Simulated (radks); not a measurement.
The numbers below are computed, except where a source is named.
Coulomb parameter of the 5d shell of the gold ion Au+ in the model configuration [Xe] 4f14 5d9 6s1, as a second difference U = [E(n + 0.25) + E(n - 0.25) - 2 E(n)] / (0.25)^2 with all orbitals relaxed. "Bare": the charge of the atom changes with n. "Screened": the 6s shell takes up the change at fixed total charge, which measures U(5d,5d) + U(6s,6s) - 2 U(5d,6s). Level of theory: scalar-relativistic Kohn-Sham, LDA (Slater exchange, Perdew-Wang correlation), spin-unpolarised, spherical densities, point nucleus (a radial shooting solver on a logarithmic mesh with Libxc functionals).

start: configuration [Xe] 4f14 5d9 6s1; E - E(n) (eV) 0.000
bare +0.25: configuration [Xe] 4f14 5d9.25 6s1; E - E(n) (eV) -4.122
bare -0.25: configuration [Xe] 4f14 5d8.75 6s1; E - E(n) (eV) 4.851
screened +0.25: configuration [Xe] 4f14 5d9.25 6s0.75; E - E(n) (eV) -0.764
screened -0.25: configuration [Xe] 4f14 5d8.75 6s1.25; E - E(n) (eV) 0.843

U(bare) = 11.654 eV, U(screened by 6s) = 1.255 eV, against the Slater integral F0(5d,5d) = 16.127 eV with frozen orbitals.
